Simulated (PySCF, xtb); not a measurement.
InI3, SMILES [I][In]([I])[I].

Harmonic wavenumbers (cm⁻¹) from xtb 6.7.1 with GFN2-xTB at its own minimum, in rising order: 46, 47, 56, 150, 250, 251.

Question: What does PySCF 2.14.0 with r2SCAN-D4/def2-SVP give at its own minimum? (An estimate is asked for; the answer gives what the named calculation found.)

Answer: 47, 47, 63, 146, 229, 229. Paired by order, the mean absolute difference is 9 cm⁻¹ and the zero-point energies are 1.1 and 1.1 kcal/mol.
